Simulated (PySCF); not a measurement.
Compound: C3H6BNO.
Bonds: C1–C2 (double), C2–C3, C3–B4, B4–N5, N5–O6 (double). Hydrogens: H7, H8 on C1; H9 on C2; H10, H11 on C3; H12 on B4.

Torsions of this conformer, `[CH2:1]=[CH:2][CH2:3][BH:4][N:5]=[O:6]`: C1–C2–C3–B4 -104°, C2–C3–B4–N5 -105°.

The closed-shell ground state was solved at several levels (PySCF, density fitting, gas phase, non-relativistic). Isolated species at its GFN2-xTB geometry (one conformer only).

```csv
level,basis functions,total energy (Eh),HOMO (eV),LUMO (eV),gap (eV),dipole (D)
PBE0/pcSseg-1,132,-272.3027,-6.91,-3.11,3.80,1.22
CAM-B3LYP/def2-SVPD,171,-272.3263,-8.45,-2.04,6.41,1.25
```

**Question.** Estimate the row for B3LYP/pcJ-1, a basis of 222 functions; the other rows only guide the guess.

**Answer.** Total energy -272.6761 Eh, HOMO -6.65 eV, LUMO -3.34 eV, gap 3.31 eV, dipole 1.27 D.

**Question.** Over all these levels, which gives the widest orbital gap and which the narrowest?

**Answer.** CAM-B3LYP/def2-SVPD (range-separated hybrid) has the widest, 6.41 eV, and B3LYP/pcJ-1 (global hybrid, 20 % exact exchange) the narrowest, 3.31 eV. Functional and basis both differ between the two, so the spread mixes both effects.

**Question.** How far do the dipole and the HOMO energy spread over the levels?

**Answer.** The dipole runs from 1.22 to 1.27 D (mean 1.25 D) and the HOMO from -8.45 to -6.65 eV.
